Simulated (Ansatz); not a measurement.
Ag2Se⁺, relaxed as a doublet with UKS PBE-D4/def2-TZVP in Ansatz, starting from the GFN2-xTB geometry. Force threshold 0.02 eV/Å.

In the def2 sets Ag takes a core potential; there is no spin–orbit coupling. The relaxation made no stability test and no search for a lower SCF solution. No other spin state of charge 1 was run. The structure comes from a short search, and lower isomers may exist.

Start:

| atom | x (Å) | y (Å) | z (Å) |
| --- | --- | --- | --- |
| Ag1 | 1.2497 | -0.3150 | -1.3966 |
| Ag2 | -0.3465 | 0.9905 | 1.5874 |
| Se3 | -0.9032 | -0.6755 | -0.1908 |

(1) Estimate the energy that the relaxation releases and the steps that it takes.

(2) Does the start keep its bonding and symmetry?

(3) Predict the relaxed structure.

Answers

(1) 1.7 kJ/mol, in 2 steps; 3.1 s on 4 threads of Arm Neoverse V2 on a shared host. No frequencies were taken in this run, so the end may be a saddle point.

(2) By distances, no bond broke or formed. The bond that changes most is Ag2–Se3, from 2.50 to 2.45 Å (atoms count from 1). The end is the same structure that another start reached, the lowest one found. Point group C2v at the start, C2v at the end, both within 0.05 Å.

(3) 
```xyz
3

Ag    1.2251   -0.3048   -1.3638
Ag   -0.3352    0.9694    1.5505
Se   -0.8899   -0.6646   -0.1866
```
Bond lengths (bridged metal pairs left out): 2 × Ag–Se 2.45 Å.
